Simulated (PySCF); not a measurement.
## Electric field gradients and quadrupole coupling constants

C2H7BN2.
Geometry (PBE0-D3(BJ)/def2-SVP, Å), atoms numbered from 1 in this order:
```xyz
12
C2H7BN2 angstrom
C     -1.2757   -0.5881   -0.3097
N     -0.4194    0.0994    0.6695
B      0.8850    0.8390    0.0538
C      1.7529   -0.3020   -0.6024
N      2.3371   -1.1892   -1.0717
H     -1.6349    0.1491   -1.0382
H     -0.6670   -1.3312   -0.8407
H     -2.1282   -1.0802    0.1792
H     -0.1004   -0.5641    1.3793
H     -0.9533    0.8111    1.1711
H      1.4526    1.3726    0.9922
H      0.4748    1.6400   -0.7699
```

Field gradients from the PBE0/pcSseg-1 density (PySCF, non-relativistic), principal values in atomic units, ordered |Vxx| ≤ |Vyy| ≤ |Vzz|:

```json
{"atom": "N2", "Vxx": "0.1782", "Vyy": "0.2916", "Vzz": "-0.4698"}
{"atom": "B3", "Vxx": "-0.0447", "Vyy": "-0.1688", "Vzz": "0.2135"}
{"atom": "N5", "Vxx": "0.4193", "Vyy": "0.6068", "Vzz": "-1.0261"}
```

Find the asymmetry η = (Vxx − Vyy)/Vzz and the couplings χ = eQV/h (234.96 MHz × Q in barn × V in au), with Q(14N) = 0.02044 b, Q(11B) = 0.04059 b.

| atom | environment | nucleus | η | χzz (MHz) | χxx (MHz) | χyy (MHz) |
| --- | --- | --- | --- | --- | --- | --- |
| N2 | nitrogen bonded to B, C and 2 H | 14N | 0.24 | -2.256 | 0.856 | 1.400 |
| B3 | four-coordinate boron | 11B | 0.58 | 2.036 | -0.426 | -1.610 |
| N5 | cyano nitrogen | 14N | 0.18 | -4.928 | 2.014 | 2.914 |

The tensor is traceless: Vxx + Vyy + Vzz = 0.

What is Vzz at B3 in SI units (1 au = 9.71736 × 10²¹ V/m²)?

0.2135 au = 2.075 × 10²¹ V/m².

What couplings would deuterons (Q(2H) = 0.00286 b) have in place of the hydrogens, at this geometry?

| atom | bonded to | bond length (Å) | Vzz (au) | η | χzz (kHz) |
| --- | --- | --- | --- | --- | --- |
| H6 | C1 | 1.097 | 0.2866 | 0.08 | 193 |
| H7 | C1 | 1.098 | 0.2792 | 0.08 | 188 |
| H8 | C1 | 1.099 | 0.2857 | 0.08 | 192 |
| H9 | N2 | 1.023 | 0.3543 | 0.06 | 238 |
| H10 | N2 | 1.021 | 0.3595 | 0.07 | 242 |
| H11 | B3 | 1.220 | 0.1933 | 0.10 | 130 |
| H12 | B3 | 1.220 | 0.1937 | 0.10 | 130 |

Isolated species at its PBE0-D3(BJ)/def2-SVP geometry (one conformer only). These gradients aren't converged with respect to the basis.
